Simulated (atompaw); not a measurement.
**LDA (PW92) PAW (atompaw) dataset for boron (B), scalar-relativistic all-electron reference.**

Input for atompaw 4.2.0.5:

```
B 5
LDA-PW scalarrelativistic loggrid 1500 logderivrange -3 5 201
2 2 0 0 0 0
2 1 1
0 0 0
c
v
v
1
3.00 2.50 2.45 2.05
y
1.55
n
y
1.4
n
custom polynom vanderbiltortho besselshape
2 -0.5 ultrasoft
3.00
3.00
3.00
3.00
PWSCFOUT
UPFDX 0.0125d0 UPFXMIN -7.d0 UPFZMESH 5.d0
END
```

Command:

```bash
atompaw < B.input > B.log
```

The program printed (summary file):

```
Completed calculations for B (AE)

 Exchange-correlation type: LDA, Perdew-Wang correlation

 Radial integration grid is logarithmic
 r0 =   1.4561695E-03 h =   7.2808477E-03   n =      1500 rmax =   8.0000000E+01

 Scalar relativistic calculation

 AEatom converged in  23 iterations
   nz     =   5.00
   delta  =       9.902509434820E-17

 All Electron Orbital energies:
  n  l      occupancy      energy
  1  0      2.0000000E+00 -1.3132002E+01
  2  0      2.0000000E+00 -6.8968648E-01
  2  1      1.0000000E+00 -2.7306443E-01

 Total energy
   Total                    :      -48.70123494249123

 ---
 Completed calculations for B (SC)

 Exchange-correlation type: LDA, Perdew-Wang correlation

 Radial integration grid is logarithmic
 r0 =   1.4561695E-03 h =   7.2808477E-03   n =      1500 rmax =   8.0000000E+01

 Scalar relativistic calculation

 SCatom converged in   1 iterations
   nz     =   5.00
   delta  =       2.026203502167E-18

 Valence Electron Orbital energies:
  n  l      occupancy      energy
   2  0      2.0000000E+00 -6.8968648E-01
   2  1      1.0000000E+00 -2.7306443E-01

 Total energy
   Total                    :      -48.70123494246569
   Valence                  :      -10.42190542015585

 PAW parameters:
       lmax =            1
         rc =    3.0197718083114879
        irc =         1050
   rc_shape =    2.4987203152002535
    rc_vloc =    2.4625772971617987
    rc_core =    2.0525219008609361
   Vloc: Non norm-conserving form with l= 2;e=  -5.0000E-01
   Projector type: polynomial pseudization + Vanderbilt ortho.
   Bessel compensation charge shape zeroed at   2.4987E+00

 Number of basis functions     4
 No.   n  nodes  l      Energy         Cp coeff         Occ
  1    2    1    0   -0.6896865E+00  0.8784866E+01  0.2000000E+01
  2  999    2    0    0.1550000E+01  0.3097080E+01  0.0000000E+00
  3    2    0    1   -0.2730644E+00  0.4275493E+01  0.1000000E+01
  4  999    1    1    0.1400000E+01 -0.7845857E+01  0.0000000E+00

 Eigenvalues of overlap operator (in the basis of projectors):
    1        1.06103996E+00
    2        2.17303982E+00
    3        4.05548736E+00
    4        5.23283649E+01

 Orbital leakage outside PAW augmentation regions
   orb  is_core?  %out_of_sphere
   1 0    T           0.00
   2 0    F          11.87
   2 1    F          23.11

 Summary of PAW energies
   Total valence energy     :    -10.42190586402365
   Smooth energy            :      1.22846840213535
   One center               :    -11.65037426615900
   Smooth kinetic           :      1.68360596389979
   Vloc energy              :     -0.07925388177734
   Smooth exch-corr         :     -1.36152437049899
   One-center xc            :     -5.68614422499172
```

The run took about 1.2 s on one core of a shared server CPU.
